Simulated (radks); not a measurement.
Question: These are the eigenvalues of the occupied orbitals of an atom or ion with whole-number occupations (hartree). Calculated with a radial shooting solver on a logarithmic mesh with Libxc functionals: Dirac Kohn-Sham, PBE, spin-unpolarised, spherical densities, finite nucleus; Fermi nuclear charge, rms radius of each element as measured or else 0.836 A^(1/3) + 0.57 fm.

orbital  eigenvalue
1s1/2     -3141.310
2s1/2     -560.2755
2p1/2     -538.0804
2p3/2     -462.1771
3s1/2     -135.0160
3p1/2     -124.9605
3p3/2     -108.0860
3d3/2     -91.42111
3d5/2     -87.81699
4s1/2     -31.45220
4p1/2     -27.11079
4p3/2     -23.00794
4d3/2     -15.90543
4d5/2     -15.13973
5s1/2      -6.48136
4f5/2      -5.97178
4f7/2      -5.80260
5p1/2      -5.01820
5p3/2      -4.26611
5d3/2      -2.23528
5d5/2      -2.14475

Which element is it, and in what charge state? The configuration may be excited. Open shells, if any, fill j = l - 1/2 first.

Answer: Z = 81, thallium, charge +4: Tl4+ in [Xe] 4f14 5d9. The list shows which subshells hold electrons but not how many an open one holds; the 1s level, -3141.3 hartree, gives Z - s = 79.3 by -(Z - s)^2/2, which with screening and relativity narrows Z to a few neighbours, and the depths of the outer levels then fix element, charge and occupations together.
